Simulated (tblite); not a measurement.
Species: C7H12O2Si.
SMILES with atom numbers: `[CH:1]#[C:2][C@@H:3]([CH2:4][SiH2:5][OH:6])[CH2:7][C:8]([CH3:9])=[O:10]` (hydrogens: H11 on C1; H12 on C3; H13, H14 on C4; H15, H16 on Si5; H17 on O6; H18, H19 on C7; H20, H21, H22 on C9)

Computed with GFN2-xTB (tblite), gas phase: L-BFGS steps from a force-field or distance-geometry start until the largest atomic force falls under 0.01 eV/Å.

Step 27: E = -842.0864 eV
```
atom  x, y, z in Å  |  force x, y, z in eV/Å
C1      1.9348    2.4755   -0.2419    0.038   0.019  -0.048
C2      1.1437    1.6720    0.1591   -0.038  -0.033   0.004
C3      0.1315    0.7489    0.6344   -0.036  -0.012   0.016
C4     -1.1706    0.9591   -0.1402   -0.057   0.029  -0.024
Si5    -2.6601   -0.0569    0.4931   -0.057   0.019   0.001
O6     -2.4180   -1.6422    0.3166   -0.037   0.041  -0.004
C7      0.6403   -0.7119    0.5840    0.021  -0.028   0.019
C8      0.6737   -1.2657   -0.8150    0.022  -0.038  -0.019
C9      1.9229   -1.0015   -1.5988    0.031  -0.009  -0.009
O10    -0.2550   -1.8887   -1.2861    0.000  -0.021  -0.019
H11     2.6295    3.1788   -0.5903    0.043   0.013  -0.011
H12    -0.0587    0.9818    1.6884    0.037   0.020   0.055
H13    -1.4204    2.0178   -0.0807   -0.012   0.064  -0.002
H14    -0.9999    0.7512   -1.1980    0.005  -0.018  -0.027
H15    -3.8197    0.4085   -0.2705   -0.010  -0.043   0.006
H16    -2.8230    0.1665    1.9311    0.025  -0.019  -0.010
H17    -1.7571   -1.9402   -0.3336   -0.032  -0.026   0.007
H18    -0.0363   -1.3198    1.1853    0.014  -0.015   0.012
H19     1.6414   -0.7426    1.0142    0.022  -0.010   0.052
H20     1.9252   -1.5896   -2.5126   -0.020   0.033  -0.046
H21     1.9639    0.0593   -1.8461    0.005   0.011   0.038
H22     2.8014   -1.2409   -1.0063    0.033   0.022   0.009
```

Step 28: E = -842.0877 eV
```
atom  x, y, z in Å  |  force x, y, z in eV/Å
C1      1.9370    2.4730   -0.2459    0.002  -0.015  -0.029
C2      1.1429    1.6719    0.1548    0.006  -0.028   0.007
C3      0.1330    0.7484    0.6339   -0.082  -0.004   0.005
C4     -1.1702    0.9595   -0.1401   -0.065   0.026  -0.036
Si5    -2.6604   -0.0575    0.4937   -0.012   0.023  -0.016
O6     -2.4162   -1.6421    0.3145   -0.036   0.031  -0.007
C7      0.6377   -0.7148    0.5850    0.017   0.000   0.039
C8      0.6738   -1.2691   -0.8142    0.010   0.005   0.002
C9      1.9226   -0.9972   -1.5969    0.011  -0.025  -0.007
O10    -0.2544   -1.8922   -1.2864    0.031  -0.018  -0.019
H11     2.6322    3.1756   -0.5937    0.050   0.023  -0.020
H12    -0.0576    0.9843    1.6875    0.050   0.009   0.045
H13    -1.4204    2.0189   -0.0822   -0.002   0.041   0.000
H14    -0.9977    0.7501   -1.1978   -0.007  -0.014  -0.018
H15    -3.8212    0.4038   -0.2678   -0.026  -0.030  -0.004
H16    -2.8175    0.1674    1.9310    0.017  -0.020   0.010
H17    -1.7559   -1.9394   -0.3371   -0.037  -0.023   0.017
H18    -0.0418   -1.3192    1.1870    0.020  -0.013  -0.004
H19     1.6366   -0.7450    1.0198    0.036  -0.022   0.041
H20     1.9222   -1.5803   -2.5134   -0.009   0.031  -0.064
H21     1.9627    0.0657   -1.8381    0.006  -0.014   0.050
H22     2.8020   -1.2424   -1.0075    0.023   0.034   0.006
```

Question: Estimate the geometry and energy of step 29. (The exact step hangs on the optimiser's Hessian estimate; all steps are aligned on step 28, rigid shifts and turns removed.)

Answer: E = -842.0890 eV, largest force 0.094 eV/Å
```
atom  x, y, z in Å  |  force x, y, z in eV/Å
C1      1.9394    2.4702   -0.2507   -0.037  -0.050  -0.006
C2      1.1423    1.6713    0.1504    0.050  -0.012   0.004
C3      0.1333    0.7478    0.6334   -0.093   0.011  -0.006
C4     -1.1710    0.9604   -0.1406   -0.047   0.020  -0.035
Si5    -2.6611   -0.0576    0.4941    0.031   0.025  -0.028
O6     -2.4153   -1.6413    0.3122   -0.033   0.013  -0.010
C7      0.6355   -0.7177    0.5866    0.008   0.031   0.043
C8      0.6744   -1.2726   -0.8133    0.002   0.041   0.026
C9      1.9227   -0.9933   -1.5951   -0.009  -0.033  -0.004
O10    -0.2530   -1.8963   -1.2871    0.058  -0.010  -0.009
H11     2.6359    3.1725   -0.5975    0.037   0.014  -0.019
H12    -0.0554    0.9870    1.6875    0.054  -0.003   0.022
H13    -1.4204    2.0208   -0.0836    0.007   0.011  -0.004
H14    -0.9957    0.7487   -1.1978   -0.023  -0.003  -0.006
H15    -3.8235    0.3981   -0.2651   -0.049  -0.013  -0.016
H16    -2.8115    0.1683    1.9310    0.009  -0.020   0.029
H17    -1.7560   -1.9391   -0.3406   -0.041  -0.018   0.026
H18    -0.0470   -1.3189    1.1888    0.024  -0.012  -0.018
H19     1.6324   -0.7478    1.0265    0.034  -0.028   0.022
H20     1.9188   -1.5700   -2.5156    0.005   0.032  -0.067
H21     1.9618    0.0720   -1.8288    0.005  -0.036   0.058
H22     2.8032   -1.2432   -1.0087    0.010   0.039  -0.002
```

The energy changes by -0.0014 eV. The first-order estimate −F·Δx gives -0.0019 eV and the mean of the old and new forces, exact on a quadratic surface, -0.0014 eV. The step makes an angle of 71° with the force vector and moves no atom by more than 0.011 Å.

The cost below is that of the whole relaxation. On one thread, Intel Xeon at 2.50 GHz (x86_64), no GPU, shared host, this took 3.1 s of wall time.
